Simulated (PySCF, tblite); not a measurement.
Species: C5H18Si3.
Cartesian coordinates in Å at the GFN2-xTB level; atoms count from 1:
```xyz
26
C5H18Si3 angstrom
C     -3.2443   -0.1568    0.8234
C     -2.4909   -0.8153   -0.3236
C     -2.0467    0.1894   -1.3812
Si    -0.8557    1.5341   -0.7418
Si     0.7745    0.5569    0.6006
C      2.1478    1.8546    0.8809
Si     1.7057   -1.4332   -0.1819
C      3.5489   -1.5893    0.2617
H     -2.5978    0.5319    1.3622
H     -4.0979    0.4008    0.4436
H     -3.6072   -0.9054    1.5243
H     -1.6141   -1.3385    0.0701
H     -3.1382   -1.5659   -0.7874
H     -2.9307    0.6573   -1.8172
H     -1.5588   -0.3556   -2.1915
H     -1.6534    2.5897   -0.0937
H     -0.3047    2.1914   -1.9404
H      0.2212    0.3255    1.9577
H      2.9299    1.4816    1.5358
H      2.6151    2.1402   -0.0575
H      1.7480    2.7579    1.3323
H      1.6042   -1.5458   -1.6470
H      1.0271   -2.6262    0.3500
H      4.1240   -0.7730   -0.1665
H      3.6988   -1.5650    1.3375
H      3.9740   -2.5184   -0.1073
```

Method used: PBE0/pcSseg-1 in PySCF (dipole) on a GFN2-xTB geometry, gas phase.

Masses are those of the commonest isotopes; rigid-rotor values at the optimised geometry. The values belong to one conformer with, in the numbering `[CH3:1][CH2:2][CH2:3][SiH2:4][Si@H:5]([CH3:6])[SiH2:7][CH3:8]`, C1–C2–C3–Si4 61°, C2–C3–Si4–Si5 45°, C3–Si4–Si5–C6 167°, Si4–Si5–Si7–C8 145°.

(1) Give the principal moments of inertia and the rotational constants in MHz.

(2) Classify the top.

(3) Is it planar, by Δ = Ic − Ia − Ib?

(4) Give the other two planar moments, Paa and Pbb, and the rms extents of the mass along the axes.

(5) List the rotational levels J(Ka,Kc) to J = 4 (K).

(6) Which types of transition are allowed, and where do some lines up to J = 5 fall?

(7) Estimate the classical rotational partition function at 100 K, 298.15 K and 500 K.

Answers

(1) Ia = 331.53, Ib = 823.07, Ic = 979.32 u·Å²; 505379 MHz·u·Å²/I gives A = 1524, B = 614.0, C = 516.0 MHz.

(2) An asymmetric top: κ = (2 × 614.0 − 1524 − 516.0)/(1524 − 516.0) = -0.81.

(3) Not planar: Δ = Ic − Ia − Ib = -175.27 u·Å². For a rigid frame Δ = −2 Σ m c², so Σ m c² = 87.64 u·Å² lies off the ab plane: 28.81 from hydrogen and 58.82 from heavier atoms. The atom farthest from that plane is 2.12 Å away.

(4) Paa = Σ m a² = (Ib + Ic − Ia)/2 = 735.43 and Pbb = Σ m b² = (Ia + Ic − Ib)/2 = 243.89 u·Å². With the mass M = 162.07 u, the rms extents √(P/M) along a, b and c are 2.13, 1.23, 0.74 Å.

(5) Above 0(0,0), as E/k:
J = 1: 1(0,1) 0.054, 1(1,1) 0.098, 1(1,0) 0.103
J = 2: 2(0,2) 0.162, 2(1,2) 0.202, 2(1,1) 0.216, 2(2,1) 0.347, 2(2,0) 0.347
J = 3: 3(0,3) 0.324, 3(1,3) 0.357, 3(1,2) 0.385, 3(2,2) 0.510, 3(2,1) 0.511, 3(3,1) 0.740, 3(3,0) 0.740
J = 4: 4(0,4) 0.537, 4(1,4) 0.564, 4(1,3) 0.611, 4(2,3) 0.726, 4(2,2) 0.731, 4(3,2) 0.958, 4(3,1) 0.958, 4(4,1) 1.279, 4(4,0) 1.279

(6) The dipole components are |μa| = 0.59 D, |μb| = 0.06 D, |μc| = 0.11 D. Intensities carry the squares of the components, which stand as 1.00 : 0.01 : 0.04 (a : b : c). Some lines, for components of 0.1 D or more:

```json
{"type": "a", "branch": "Q", "J(Ka,Kc)": "3(1,2) ← 3(1,3)", "MHz": "587", "lower level (cm⁻¹)": "0.248"}
{"type": "c", "branch": "Q", "J(Ka,Kc)": "1(1,1) ← 1(0,1)", "MHz": "910", "lower level (cm⁻¹)": "0.038"}
{"type": "a", "branch": "R", "J(Ka,Kc)": "1(0,1) ← 0(0,0)", "MHz": "1130", "lower level (cm⁻¹)": "0.000"}
{"type": "c", "branch": "Q", "J(Ka,Kc)": "3(2,2) ← 3(1,2)", "MHz": "2589", "lower level (cm⁻¹)": "0.268"}
{"type": "a", "branch": "R", "J(Ka,Kc)": "4(1,4) ← 3(1,3)", "MHz": "4310", "lower level (cm⁻¹)": "0.248"}
{"type": "a", "branch": "R", "J(Ka,Kc)": "4(2,3) ← 3(2,2)", "MHz": "4514", "lower level (cm⁻¹)": "0.354"}
{"type": "c", "branch": "Q", "J(Ka,Kc)": "5(3,3) ← 5(2,3)", "MHz": "4612", "lower level (cm⁻¹)": "0.701"}
{"type": "c", "branch": "Q", "J(Ka,Kc)": "4(3,2) ← 4(2,2)", "MHz": "4712", "lower level (cm⁻¹)": "0.508"}
{"type": "c", "branch": "Q", "J(Ka,Kc)": "3(3,1) ← 3(2,1)", "MHz": "4764", "lower level (cm⁻¹)": "0.355"}
{"type": "c", "branch": "R", "J(Ka,Kc)": "2(2,0) ← 1(1,0)", "MHz": "5097", "lower level (cm⁻¹)": "0.071"}
{"type": "a", "branch": "R", "J(Ka,Kc)": "5(4,1) ← 4(4,0)", "MHz": "5667", "lower level (cm⁻¹)": "0.889"}
{"type": "a", "branch": "R", "J(Ka,Kc)": "5(2,3) ← 4(2,2)", "MHz": "5772", "lower level (cm⁻¹)": "0.508"}
{"type": "c", "branch": "R", "J(Ka,Kc)": "4(1,3) ← 3(0,3)", "MHz": "5986", "lower level (cm⁻¹)": "0.225"}
{"type": "c", "branch": "Q", "J(Ka,Kc)": "5(5,1) ← 5(4,1)", "MHz": "8619", "lower level (cm⁻¹)": "1.078"}
{"type": "c", "branch": "R", "J(Ka,Kc)": "4(3,1) ← 3(2,1)", "MHz": "9301", "lower level (cm⁻¹)": "0.355"}
{"type": "c", "branch": "R", "J(Ka,Kc)": "5(5,0) ← 4(4,0)", "MHz": "14286", "lower level (cm⁻¹)": "0.889"}
{"type": "c", "branch": "R", "J(Ka,Kc)": "5(5,1) ← 4(4,1)", "MHz": "14286", "lower level (cm⁻¹)": "0.889"}
```

(7) Point group C1, symmetry number σ = 1; q = (√π/σ)·√((kT/h)³/(ABC)), k/h = 20836.6 MHz/K: 243000 at 100 K, 1250000 at 298.15 K, 2710000 at 500 K.

Its lowest GFN2-xTB frequency is 8 cm⁻¹, too small to tell a flat minimum from a shallow saddle. Zero-point vibration and centrifugal distortion are left out. A rigid rotor knows nothing of internal rotation, which can split or shift real lines.
